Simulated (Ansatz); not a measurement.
`N/C=[CH]/[AlH][F]` at its PBE0-D4/def2-TZVP geometry, where that method's forces vanish. The species carries charge 0 and has multiplicity 1.

| atom | x (Å) | y (Å) | z (Å) |
| --- | --- | --- | --- |
| N1 | -1.364 | 0.874 | 1.218 |
| C2 | -0.276 | 0.315 | 0.631 |
| C3 | -0.180 | -0.141 | -0.639 |
| Al4 | 1.459 | -0.844 | -1.278 |
| F5 | 2.724 | -0.866 | -0.201 |
| H6 | -2.250 | 0.854 | 0.744 |
| H7 | -1.382 | 1.025 | 2.209 |
| H8 | 0.589 | 0.280 | 1.291 |
| H9 | -1.078 | -0.080 | -1.255 |
| H10 | 1.758 | -1.418 | -2.718 |

**Question.** For each bond, give half the difference of the two atoms' forces along it (eV/Å; positive pushes the atoms apart) under PBE-D4, r2SCAN-D4, B3LYP-D4, ωB97M-V in def2-TZVPP. (Best estimate.)

**Answer.** Computed: 
```tsv
bond	length (Å)	PBE-D4	r2SCAN-D4	B3LYP-D4	ωB97M-V
N1–C2	1.357	0.05	0.11	0.24	0.34
N1–H6	1.005	0.19	-0.01	-0.05	-0.10
N1–H7	1.003	0.16	-0.03	-0.06	-0.10
C2–C3	1.353	0.27	0.17	0.04	-0.11
C2–H8	1.089	0.00	-0.09	-0.15	-0.12
C3–Al4	1.893	-0.17	-0.07	0.01	0.04
C3–H9	1.091	0.05	-0.03	-0.07	-0.05
Al4–F5	1.661	0.43	0.03	0.16	0.13
Al4–H10	1.580	-0.05	-0.04	-0.15	-0.18
```

B3LYP here is the variant with VWN-RPA as its local correlation; programs differ in this.
